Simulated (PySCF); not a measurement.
## Running PySCF for HInO

File input.py (PySCF 2.14):

```python
from pyscf import gto, scf, mp

mol = gto.M(
    atom='In 0 0 0.2078; O 0 0 -1.6103; H 0 0 1.8714',
    basis='ano-rcc-vdzp',
    charge=0,
    spin=0,
    symmetry=True,
    verbose=3,
)
mf = scf.RHF(mol)
mf = mf.sfx2c1e()
mf.kernel()
mp.MP2(mf, frozen=19).kernel()
mf.dip_moment()
print('orbital energies (hartree):', mf.mo_energy[..., max(0, mol.nelec[1]-3):mol.nelec[0]+3].round(4))
```

```bash
$ OMP_NUM_THREADS=1 python input.py
```

Output:

```
converged SCF energy = -5953.63418101811
E(RMP2) = -5954.26394187774  E_corr = -0.629760859629118
E(SCS-RMP2) = -5954.20294417356  E_corr = -0.568763155456671
Dipole moment(X, Y, Z, Debye):  0.00000,  0.00000,  6.39536
orbital energies (hartree): [-0.4157 -0.389  -0.389   0.0403  0.0403  0.0923]
```

In short: E(SCF) = -5953.634181 Eh, E(MP2) − E(SCF) = -0.62976 Eh, μ(SCF) = 6.40 D.

Hardware: Arm Neoverse N1, 1 thread, shared host. Wall time 14 s, peak memory 0.16 GiB.
